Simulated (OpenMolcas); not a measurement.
# N, P, As, Sb, Bi: ns2 np3 down the group

| Item | Value |
| --- | --- |
| Program | OpenMolcas |
| Method | CASSCF |
| Basis | ANO-R3 |
| Scalar Hamiltonian | X2C, finite nucleus |
| Spin-orbit coupling | RASSI with atomic mean-field integrals over the reference wave functions, term energies averaged over their components |

Active space for each ion: 5 electrons in 4 orbitals (s p).

Computed levels in cm-1 above 4S* 3/2:

| Level | N | P | As | Sb | Bi |
| --- | --- | --- | --- | --- | --- |
| 2D* 3/2 | 22996 | 15341 | 14395 | 12152 | 12178 |
| 2D* 5/2 | 22997 | 15353 | 14687 | 13447 | 16768 |
| 2P* 3/2 | 30287 | 20733 | 20740 | 20297 | 31372 |
| 2P* 1/2 | 30289 | 20729 | 20415 | 18679 | 22746 |
| weight of 4S* in the lowest level (%) | 100 | 100 | 100 | 98 | 76 |

Mixed levels, with the weight of the term that names them: Bi 2D* 3/2 (66 %), Bi 2P* 3/2 (66 %).

Measured, with the error of the calculation in %. Measured levels: N, P, As, Sb, Bi from NIST Handbook of Basic Atomic Spectroscopic Data.

| Level | N | P | As | Sb | Bi |
| --- | --- | --- | --- | --- | --- |
| 2D* 3/2 | 19233 (+19.6) | 11361 (+35.0) | 10593 (+35.9) | 8512 (+42.8) | 11419 (+6.6) |
| 2D* 5/2 | 19224 (+19.6) | 11377 (+35.0) | 10915 (+34.6) | 9854 (+36.5) | 15438 (+8.6) |
| 2P* 3/2 | 28839 (+5.0) | 18748 (+10.6) | 18648 (+11.2) | 18464 (+9.9) | 33165 (-5.4) |
| 2P* 1/2 | 28839 (+5.0) | 18723 (+10.7) | 18186 (+12.3) | 16395 (+13.9) | 21661 (+5.0) |

Without spin-orbit coupling 2D* lies 22997, 15350, 14616, 13033, 12566 cm-1 above 4S* in that order; the difference to the level 2D* 3/2, of either sign, comes from spin-orbit coupling, which also lowers the zero.

Without dynamic correlation excited terms often stand tens of per cent too high (terms of higher spin than the ground term too low), and those without a measured partner can miss by more than the paired ones (holds for N; P; As). Measured partners are found by configuration, term and J. A level has none where our copy of the source lacks it or the pairing is in doubt (some pairs that miss far off the trend of their configuration count as doubtful), and it then counts in no deviation. Only configurations of the active space appear.

* marks odd parity.
